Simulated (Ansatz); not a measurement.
**Abstraction of F: C2HF3Sn + SiH2(CH3) → C2HF2Sn + SiH2(CH3)F**

Species: C2HF3Sn `C#[C][Sn]([F])([F])[F]`, singlet; SiH2(CH3), doublet; C2HF2Sn `C#[C][Sn]([F])[F]`, doublet; SiH2(CH3)F, singlet. A radical takes F: the energy is the difference in strength between the Sn–F bond broken and the Si–F bond made.

Shapes, held fixed at every level: PBE0-D4/def2-TZVP. Programs: Ansatz 0.2.0. The zero-point and thermal change to 298 K, harmonic and unscaled (PBE0-D4/def2-TZVP), is +4.3 kJ/mol.

**Question.** Estimate ΔH(298 K) of this reaction.

**Answer.** The highest level, CCSD(T)/def2-TZVPP, gives ΔH(298 K) = -161.7 kJ/mol; the levels span -176.3 to -159.5. The column of differences is taken from that level and isn't an error. No measured value is set beside it here. Open shells run unrestricted. For atoms past krypton def2 sets carry core potentials with scalar relativity. Outer-core shells of Sn are correlated, in sets that cover them unevenly.

| level | kind | ΔH(298 K) (kJ/mol) | less CCSD(T)/def2-TZVPP |
| --- | --- | --- | --- |
| MP2/def2-TZVPP | perturbation theory | -164.2 | -2.5 |
| HF/def2-SVP | Hartree–Fock | -159.5 | +2.2 |
| SPW92/def2-TZVPP | LDA | -176.2 | -14.5 |
| PBE-D4/def2-TZVPP | GGA | -164.8 | -3.1 |
| B3LYP-D4/def2-TZVPP | global hybrid | -176.3 | -14.6 |
| B2PLYP/def2-TZVPP | double hybrid | -172.6 | -10.9 |
| CCSD(T)/def2-TZVPP | coupled cluster or CI | -161.7 | 0.0 |
